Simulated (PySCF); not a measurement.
How methods differ on the ionisation energy of Ti⁺

Ti⁺ [Ar] 3d2 4s1 (4F) → Ti²⁺ [Ar] 3d2 (3F), as a difference of total energies. Calculation: PySCF 2.14, in aug-cc-pwCVTZ; no relativity, point nucleus. Correlated levels: valence and next inner shell: [Ne] frozen. The calculations carry no spin-orbit coupling.

| method | ionisation energy (eV) | difference from reference (eV) |
| --- | --- | --- |
| UHF | 12.849 | -0.726 |
| MP2 (valence and next inner shell) | 13.468 | -0.107 |
| SCS-MP2 (valence and next inner shell) | 13.292 | -0.283 |
| CCSD (valence and next inner shell) | 13.441 | -0.134 |
| CCSD(T) (valence and next inner shell) | 13.484 | -0.091 |

Reference: 13.575 eV (measured; NIST Atomic Spectra Database, ionization energies).

These non-relativistic numbers lack the scalar-relativistic shift.

Errors of the correlated levels include the incompleteness of this basis and the frozen core.
